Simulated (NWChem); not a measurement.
Species: CH$_{4}$AlO cation; SMILES [CH3][Al+][OH]

```xyz
7

Al     0.0169    -0.0757    -0.0043
C      0.0173     1.8272    -0.0089
H     -0.2026     2.1961     1.0058
H     -0.7526     2.1934    -0.7066
H      1.0053     2.1965    -0.3272
O      0.0112    -1.6863     0.0035
H      0.0226    -2.6424     0.0015
```
Atoms are numbered in this order, from 1.

All runs use the structure optimised with PBE0/def2-SVP.

List the 4 lowest vertical singlet excitations from LDA (Slater exchange, VWN5)/6-31+G* (spherical d), TDA (NWChem).


```json
[
 {"state": "S1", "energy (eV)": "5.95", "oscillator strength": "0.023", "leading excitation (squared amplitude)": "HOMO → LUMO (0.98)"},
 {"state": "S2", "energy (eV)": "5.95", "oscillator strength": "0.023", "leading excitation (squared amplitude)": "HOMO−1 → LUMO (0.98)"},
 {"state": "S3", "energy (eV)": "7.02", "oscillator strength": "0.000", "leading excitation (squared amplitude)": "HOMO → LUMO+1 (0.49)"},
 {"state": "S4", "energy (eV)": "7.13", "oscillator strength": "0.000", "leading excitation (squared amplitude)": "HOMO−1 → LUMO+1 (0.49)"}
]
```
